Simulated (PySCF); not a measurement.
**Excited states of Ti⁴⁺ (titanium, charge +4)**

Ground state [Ar], ¹S. Calculation: PySCF 2.14, in x2c-SVPall with two added diffuse shells each of s, d type (7s3p5d1f, 48 functions); scalar relativity by spin-free X2C-1e. Vertical excitation energies in eV without spin-orbit coupling; excited terms of each kind are numbered among those the solver found. Frozen: [Ne].

```
 term  leading excitation  EOM-EE-CCSD
1 3P°              3p → d       34.789
1 3F°              3p → d       36.514
1 1D°              3p → d       38.932
1 3D°              3p → d       39.067
1 1F°              3p → d       39.345
1 1P°              3p → d       50.797
 1 3D              3s → d       61.921
 1 1D              3s → d       63.775
 1 3S              3p → p       66.640
 2 3D              3p → p       67.172
 2 1D              3p → p       67.309
```

The solver can miss terms.
